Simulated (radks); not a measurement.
The numbers below are computed, except where a source is named.
All-electron atom: neutral dysprosium in [Kr] 4d10 4f10 5p6 6s2 5f2 (not the ground configuration). Level of theory: scalar-relativistic Kohn-Sham, revPBE, spin-polarised, spherical densities, finite nucleus; open shells are filled with parallel spins first (spin-orbit coupling, left out, can overturn this in heavy ions); Fermi nuclear charge, rms radius 5.2218 fm (a radial shooting solver on a logarithmic mesh with Libxc functionals).

Local quantities along the radius. ELF = 1/(1 + alpha^2) is the electron localisation function; alpha = (tau - tau_W)/tau_unif compares the Pauli kinetic energy density with that of the uniform gas (summed over spins). tau is taken from the large components.

```
   r/bohr * ELF (the largest magnitude, 0.999, reaches the edge; | marks zero)
 0.001061 |                                                      *
 0.001485 |                                                      *
 0.002078 |                                                      *
 0.002932 |                                                      *
 0.004102 |                                                      *
  0.00574 |                                                      *
 0.008033 |                                                      *
  0.01124 |                                                    *
  0.01573 |                                               *
  0.02219 |                             *
  0.03105 |                 *
  0.04345 |                            *
   0.0608 |                                        *
  0.08508 |                                *
    0.119 |                  *
   0.1679 |                                  *
    0.235 |                                     *
   0.3288 |            *
   0.4601 |                                  *
   0.6439 |                                    *
    0.901 |                 *
    1.261 |                   *
    1.779 |                 *
    2.489 |       *
    3.483 |                       *
    4.873 | *
    6.819 | *
    9.543 |  *
    13.46 |*
    18.84 *
    26.36 *
```

On this mesh the ELF has minima near r = 0.031, 0.12, 0.33, 1.1, 2.5 bohr, which separate the shells, and maxima near 0.061 (0.74), 0.20 (0.74), 0.54 (0.72), 1.5 (0.42), 3.5 (0.43).
